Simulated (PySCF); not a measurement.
**Polarisability and C₆ of Tl(2+) (thallium, charge +2)**

[Xe] 4f14 5d9 6s1 6p1, one real determinant (an excited configuration). Calculation: PySCF 2.14, in aug-cc-pVQZ-PP with one added diffuse shell each of s, p, d, f, g type with ECP60MDF (8s8p6d4f3g, 117 functions); scalar relativity through the core potential. Coupled (time-dependent) response in atomic units; α is the mean over directions.

```tsv
method	mean α (bohr³)	α xx, yy, zz	C₆ (like pair)	S(−4)
UHF	16.48	16.26, 16.26, 16.91	111.4	86.27
PBE	16.08	15.11, 15.11, 18.00	109.9	81.42
```

S(−4) is the Cauchy moment in α(ω) = α(0) + S(−4) ω² + …

Spin-orbit coupling is absent.

α(iu) at PBE:

```json
{"u (hartree)": "0", "α(iu) (bohr³)": "16.08"}
{"u (hartree)": "0.0500", "α(iu) (bohr³)": "15.88"}
{"u (hartree)": "0.100", "α(iu) (bohr³)": "15.31"}
{"u (hartree)": "0.200", "α(iu) (bohr³)": "13.52"}
{"u (hartree)": "0.300", "α(iu) (bohr³)": "11.51"}
{"u (hartree)": "0.500", "α(iu) (bohr³)": "8.326"}
{"u (hartree)": "0.750", "α(iu) (bohr³)": "5.954"}
{"u (hartree)": "1.00", "α(iu) (bohr³)": "4.558"}
{"u (hartree)": "1.50", "α(iu) (bohr³)": "2.998"}
{"u (hartree)": "2.00", "α(iu) (bohr³)": "2.139"}
{"u (hartree)": "3.00", "α(iu) (bohr³)": "1.234"}
{"u (hartree)": "5.00", "α(iu) (bohr³)": "0.5445"}
```

For an ion, C₆ is the dispersion term alone; charge-induced terms of lower order in 1/R come first.

The components differ because the open shell of this determinant is not spherical; for a pure term their mean is the scalar polarisability.

⟨L²⟩ = 8.03 against 12 for a pure F term, so this real determinant mixes terms. Energies and moments cover only the electrons outside the core potential. Spin-orbit coupling, absent here, splits the open shell strongly.
